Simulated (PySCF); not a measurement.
input.py for In2

Input:

```python
from pyscf import gto, dft

mol = gto.M(
    atom='In 0 0 0; In 0 0 2.78',
    basis='sbkjc',
    ecp={'In': 'sbkjc'},
    charge=0,
    spin=2,
    symmetry=True,
    verbose=3,
)
mf = dft.UKS(mol, xc='pbesol')
mf.kernel()
mf.dip_moment()
print('orbital energies (hartree):', [e[max(0, n-3):n+3].round(4) for e, n in zip(mf.mo_energy, mol.nelec)])
```

```bash
$ OMP_NUM_THREADS=1 python input.py
```

The log:

```
converged SCF energy = -377.852563499413  <S^2> = 2.0027213  2S+1 = 3.0018136
Dipole moment(X, Y, Z, Debye):  0.00000,  0.00000,  0.00000
orbital energies (hartree): [array([-0.2636, -0.1255, -0.1255, -0.1239, -0.0539, -0.0539]), array([-0.6637, -0.3299, -0.2435, -0.1071, -0.0887, -0.0887])]
```

In short: E(SCF) = -377.852563 Eh, ⟨S²⟩ = 2.003, μz(SCF) = 0.00 D.

Hardware: Arm Neoverse N1, 1 thread, shared host. Wall time 7.3 s.

The bond length is a typed value, not an optimised one. No search for the lowest solution was made.
